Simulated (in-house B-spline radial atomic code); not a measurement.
## The ruthenium ion Ru⁺: [Ar] 3d10 4s2 4p5 4d7 4f1 (an excited or competing configuration)

All numbers are computed (non-relativistic B3LYP, spin-polarised, spherical fractional occupations; point nucleus) with a radial B-spline atomic code at the basis-set limit, not measured.

Z_r = [3n² - l(l+1)]/(2<r>); Z_e = n√(-2ε); the last column is Slater's effective charge. Values are occupation-weighted means over spin.

```json
{"shell": "1s", "electrons": "2", "ε (eV)": "-21416", "<r> (bohr)": "0.03463", "Z_r": "43.31", "Z_e": "39.67", "Slater": "43.70"}
{"shell": "2s", "electrons": "2", "ε (eV)": "-3055.6", "<r> (bohr)": "0.1508", "Z_r": "39.78", "Z_e": "29.97", "Slater": "39.85"}
{"shell": "2p", "electrons": "6", "ε (eV)": "-2827.4", "<r> (bohr)": "0.1291", "Z_r": "38.72", "Z_e": "28.83", "Slater": "39.85"}
{"shell": "3s", "electrons": "2", "ε (eV)": "-558.58", "<r> (bohr)": "0.4144", "Z_r": "32.58", "Z_e": "19.22", "Slater": "32.75"}
{"shell": "3p", "electrons": "6", "ε (eV)": "-468.64", "<r> (bohr)": "0.4079", "Z_r": "30.64", "Z_e": "17.61", "Slater": "32.75"}
{"shell": "3d", "electrons": "10", "ε (eV)": "-303.35", "<r> (bohr)": "0.3832", "Z_r": "27.40", "Z_e": "14.17", "Slater": "22.85"}
{"shell": "4s", "electrons": "2", "ε (eV)": "-93.02", "<r> (bohr)": "1.041", "Z_r": "23.06", "Z_e": "10.46", "Slater": "16.60"}
{"shell": "4p", "electrons": "5", "ε (eV)": "-65.684", "<r> (bohr)": "1.127", "Z_r": "20.41", "Z_e": "8.79", "Slater": "16.60"}
{"shell": "4d", "electrons": "7", "ε (eV)": "-23.381", "<r> (bohr)": "1.487", "Z_r": "14.12", "Z_e": "5.24", "Slater": "6.90"}
{"shell": "4f", "electrons": "1", "ε (eV)": "-2.3297", "<r> (bohr)": "8.73", "Z_r": "2.06", "Z_e": "1.66", "Slater": "2.00"}
```

The least bound orbital is 4f up at -2.33 eV, and it is also the most diffuse (<r> = 8.73 bohr).

Caution: exact exchange at fractional occupations of open shells leaves self-interaction of up to several eV.
